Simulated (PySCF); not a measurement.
4,4-difluorobuta-1,2-diene (C₄H₄F₂), SMILES C(=C=C)C(F)F. Geometry: PBE-D3(BJ)/def2-SVP. Other conformers were not sampled.

Computed equilibrium geometry at PBE-D3(BJ)/def2-SVP (PySCF confirms it by a frequency run) as Cartesian coordinates in Å, and its point group (one conformer of several):
point group Cs.
```xyz
10

C      2.8118    -0.2529     0.0000
C      1.5758     0.1952     0.0000
C      0.3295     0.6248     0.0000
C     -0.8545    -0.2996     0.0000
F     -1.6339    -0.0581     1.1019
F     -1.6339    -0.0581    -1.1019
H      3.3514    -0.4452     0.9432
H      3.3514    -0.4452    -0.9432
H      0.0920     1.7042     0.0000
H     -0.5607    -1.3734     0.0000
```
